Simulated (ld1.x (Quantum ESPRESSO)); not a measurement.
**What one change does to a pseudopotential (Cd (Z = 48), TM semilocal)**

- Element: cadmium
- Generator: ld1.x (Quantum ESPRESSO) 7.5
- Type: norm-conserving Troullier–Martins (semilocal form)
- Functional: LDA (PZ)
- Relativity: scalar-relativistic
- Frozen core: [Kr]
- Valence charge: 12
- Reference configuration: 4d10 5s0 5p0 (charge +2)
- Partial waves: 5s (bound, empty): rc 2.10 bohr; 4d (bound): rc 1.75 bohr; 5p (bound, empty): rc 1.90 bohr
- Local potential: the p channel
- Core correction: none

Change: core correction a·sin(br)/r model core inside 1.80 bohr.

Cutoffs: the cutoffs (Ry, on a coarse ladder) from which the occupation-weighted sum of valence levels, in a spherical-Bessel basis at the reference potential, stays within 10 and 1 mRy of its value at 400 Ry; they do not see the model core or the augmentation charge, which bear on the density cutoff. Errors are all-electron minus pseudo energies relative to the spin-unpolarised reference configuration.

**Question.** What does the change do?

**Answer.** The potential gets neither clearly harder nor softer (70 Ry and 110 Ry → 70 Ry and 110 Ry); of the 9 tests that both files solve, the error grows in 3 and shrinks in 6 by more than 15 % and 0.3 meV (median size 21.7 → 11.6 meV); neither file shows a bound ghost. A semilocal file is local in each channel, so a ghost entry of none says nothing of the separable form that plane-wave codes build from it. A model core, the more so a compact one, raises the density cutoff, which this test does not measure.

```csv
quantity,base,changed
"cutoff, loose",70 Ry,70 Ry
"cutoff, tight",110 Ry,110 Ry
bound ghosts,none,none
"error for 4d10 5s2 5p0, meV [ΔE -27.15 eV]",+22,-17
"error for 4d10 5s1 5p0, meV [ΔE -17.52 eV]",+9.2,-5.6
"error for 4d9 5s0 5p0, meV [ΔE 38.26 eV]",-65,-91
"error for 4d10 5s0 5p1, meV [ΔE -11.61 eV]",+9.5,+3.0
"error for 4d10 5s1.5 5p0, meV [ΔE -23.27 eV]",+16,-12
"error for 4d9 5s2 5p1, meV [ΔE -14.55 eV]",-153,-194
"error for 4d9 5s2 5p0, meV [ΔE -9.00 eV]",-150,-178
"error for 4d10 5s1 5p0 (spin-polarised), meV [ΔE -17.71 eV]",+17,-3.5
"error for 4d9 5s0 5p0 (spin-polarised), meV [ΔE 38.08 eV]",+56,+6.7
s: phases at 2.31 bohr within 0.05 rad from the reference energy up to (Ry; the scan ends near 5),2.5,2.5
p: phases at 2.31 bohr within 0.05 rad from the reference energy up to (Ry; the scan ends near 5),-0.4,-0.4
d: phases at 2.31 bohr within 0.05 rad from the reference energy up to (Ry; the scan ends near 5),0.9,0.9
```
